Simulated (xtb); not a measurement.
Species: CH$_{4}$S$_{2}$, SMILES `SCS` (charge 0, multiplicity 1).

### Question
Give a relaxed geometry from GFN2-xTB run with xtb.

### Answer
Several could match; the one computed here: the end point of this relaxation, one of several conformers (outside a Z-matrix the atoms follow the SMILES, hydrogens last).
Z-matrix (Å, degrees):
```
C
H 1 1.0867
H 1 1.0875 2 110.44
S 1 1.8213 2 109.49 3 -116.23
H 4 1.3334 1 96.18 2 -56.04
S 1 1.8213 2 109.49 3 116.23
H 6 1.3334 1 96.18 2 56.04
```
